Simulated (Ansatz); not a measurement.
Start from `[AlH2]/[N]=C\[SiH3]` and change one atom or group (the configuration at the double bond changes too) to get `NC/N=C/[SiH3]`.

Ansatz, PBE0-D4/def2-TZVP geometries, multiplicity 1. Each molecule was computed in one conformer, which needn't be the lowest.

```
                                          property  `[AlH2]/[N]=C\[SiH3]`
               HOMO–LUMO gap (PBE/def2-TZVPP) / eV                   2.82
size of the dipole moment (ωB97M-V/def2-TZVPP) / D                   1.21
               LUMO energy (B3LYP/def2-TZVPP) / eV                  -1.59
    size of the dipole moment (PBE/def2-TZVPP) / D                   1.30
              HOMO–LUMO gap (PBE0/def2-TZVPP) / eV                   5.07
               HOMO energy (B3LYP/def2-TZVPP) / eV                  -6.26
```

Q: Give the same properties after the change, and the shifts. (Estimate.)

A: Ansatz gave: 
```
                                          property  `NC/N=C/[SiH3]`  shift
               HOMO–LUMO gap (PBE/def2-TZVPP) / eV             3.58   0.76
size of the dipole moment (ωB97M-V/def2-TZVPP) / D             1.69   0.48
               LUMO energy (B3LYP/def2-TZVPP) / eV            -1.10   0.49
    size of the dipole moment (PBE/def2-TZVPP) / D             1.63   0.33
              HOMO–LUMO gap (PBE0/def2-TZVPP) / eV             6.15   1.08
               HOMO energy (B3LYP/def2-TZVPP) / eV            -6.79  -0.53
```

With PBE0 the HOMO falls by 0.57 eV and the LUMO rises by 0.52 eV, so the gap widens by about 1.09 eV. PBE moves the HOMO by -0.23 eV and ωB97M-V by -0.76 eV. Dipoles are sizes alone; their direction can turn.

B3LYP here is the variant with VWN-RPA as its local correlation; programs differ in this.
